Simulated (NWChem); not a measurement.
Species: CHFO₃Si; SMILES O=C1O[SiH](F)O1

```xyz
7

O     -0.3766     2.3882     0.0000
C     -0.0997     1.2322     0.0000
O      0.1081     0.3935     1.1018
Si     0.4311    -0.8742     0.0000
F     -0.6636    -2.0592     0.0000
O      0.1081     0.3935    -1.1018
H      1.7822    -1.4735     0.0000
```
Atoms are numbered in this order, from 1.

Level: PBE-D3(BJ)/def2-SVP (NWChem), optimised geometry, unscaled harmonic frequencies. 

Task: List the harmonic frequencies with IR intensities, and the thermochemistry.

Result: 
```csv
frequency (cm⁻¹),IR intensity (km/mol)
127,2.8
223,6.6
342,20.4
505,0.4
596,56.4
600,0.7
698,7.9
751,21.1
822,52.0
863,68.3
896,134.9
994,196.8
1101,338.8
1946,494.9
2309,48.2
```

| Quantity | Value |
|---|---|
| zero-point energy | 18.2 kcal/mol |
| thermal correction to the enthalpy at 298.15 K (with zero-point energy) | 22.2 kcal/mol |
| heat capacity Cv | 18.5 cal/(mol K) |
| entropy at 298.15 K and 1 atm (symmetry number 1) | 75.4 cal/(mol K) |
| dipole moment | 3.60 D |

Rigid rotor and harmonic oscillator.
